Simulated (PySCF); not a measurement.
Quadrupolar nuclei of `C[C@@H](Cl)[SiH2]C#C[SiH3]` in NMR

Compound: C4H9ClSi2.
Cartesian coordinates in Å at the GFN2-xTB level; atoms count from 1:
```xyz
16
C4H9ClSi2 angstrom
C     -2.110    1.010    0.206
C     -1.812   -0.277    0.949
Cl    -3.365   -1.088    1.368
Si    -0.774   -1.544   -0.054
C      0.842   -0.709   -0.394
C      1.900   -0.160   -0.608
Si     3.514    0.691   -0.925
H     -1.172    1.515   -0.020
H     -2.731    1.677    0.803
H     -2.626    0.804   -0.729
H     -1.347   -0.048    1.909
H     -0.570   -2.737    0.768
H     -1.476   -1.829   -1.307
H      3.226    1.964   -1.592
H      4.165    0.918    0.367
H      4.329   -0.178   -1.777
```

Computed at PBE0/pcSseg-1 (PySCF, non-relativistic):

```tsv
atom	environment	nucleus	spin I	Q (b)	CQ = χzz (MHz)	η
Cl3	alkyl chlorine	35Cl	3/2	-0.0817	-73.845	0.036
```

Question: Which field gradients stand behind these couplings (CQ in MHz = 234.96 × Q in b × Vzz in au)?

Answer: The tensor is traceless, so η fixes the two smaller values:

```csv
atom,Vxx (au),Vyy (au),Vzz (au),Vzz (10²¹ V/m²)
Cl3,-1.855,-1.992,3.847,37.38
```

Question: PQ = |CQ|√(1 + η²/3), νQ = 3|CQ|/[2I(2I − 1)], ν0 = |g|·7.62259 MHz/T·B with g(35Cl) = 0.54792: values at 18.8 T?

Answer: 
| atom | PQ (MHz) | νQ (MHz) | ν0 (MHz) | νQ/ν0 |
| --- | --- | --- | --- | --- |
| Cl3 | 73.86 | 36.92 | 78.52 | 0.470 |

For Cl3: PQ = 73.85 × 1.0002, νQ = 73.85 × 0.5000, ν0 = 4.1765 MHz/T × 18.8 T.

For Cl3 νQ isn't small against ν0, so the high-field expansions of solid-state NMR fail there at this field.

One conformer (not necessarily the lowest) at the GFN2-xTB geometry, without solvent, vibrations or thermal averaging. GFN2-xTB bond lengths can be off by several hundredths of an ångström, more for odd bonds, and the gradients follow them. The small basis limits the accuracy of the gradients.
